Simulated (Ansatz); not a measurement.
Isolated molecules relaxed with PBE0-D4/def2-TZVP in Ansatz; ΔE leaves out vibrations. CCSD(T)/CBS is the MP2 limit (def2-TZVPP, def2-QZVPP) plus CCSD(T) − MP2 in def2-TZVPP, frozen cores. Functionals use def2-TZVPP. B3LYP here is the variant with VWN-RPA as its local correlation; programs differ in this. HSE06 is defined as in plane-wave codes. def2 core potentials past Kr. For Ge, Se, Sn outer-core shells are correlated without core-valence functions, which leaves a few kJ/mol of doubt a bond. Scalar relativity is left out up to krypton. Each species was taken in one conformer, which may not be the lowest.

Reaction (formal exchange of groups at the Se–Sn bond): `[Cl][SnH2][SeH]` + `[Cl][GeH2][Cl]` → `[Cl][GeH]([Cl])[SeH]` + `[Cl][SnH3]`

| level | ΔE (kJ/mol) | difference from CCSD(T)/CBS |
| --- | --- | --- |
| BLYP-D4 | 18.3 | -7.7 |
| B3LYP-D4 | 19.5 | -6.5 |
| r2SCAN0-D4 | 20.2 | -5.8 |
| HSE06-D4 | 19.3 | -6.7 |
| CAM-B3LYP-D4 | 19.6 | -6.4 |
| PBE-QIDH | 19.8 | -6.2 |
| BLYP | 22.8 | -3.2 |
| r2SCAN | 20.2 | -5.8 |
| PBE0 | 20.9 | -5.1 |
| r2SCANh | 20.4 | -5.6 |
| r2SCAN0 | 20.8 | -5.2 |
| HF/def2-SVP | 26.9 | 0.9 |
| CCSD(T)/def2-SVP | 22.0 | -4.0 |
| MP2/def2-TZVPP | 17.7 | -8.3 |
| CCSD(T)/def2-TZVPP | 16.8 | -9.2 |
| MP2/CBS(def2) | 26.8 | 0.8 |
| CCSD(T)/CBS | 26.0 | 0 |

Largest T1 diagnostic among the species: 0.012.

At CCSD(T), def2-SVP lies −4.0 kJ/mol from the extrapolated value and def2-TZVPP −9.2 kJ/mol. The D4 term adds −3.4 kJ/mol with B3LYP and −1.8 kJ/mol with PBE0; it sums over pairs of atoms, weighted by their polarisabilities, and B3LYP, whose exchange is more repulsive, gets the larger term. In def2-TZVPP, CCSD(T) changes the Hartree–Fock value by −9.5 kJ/mol (the triples alone add −1.1 kJ/mol) and MP2 by −8.7 kJ/mol.
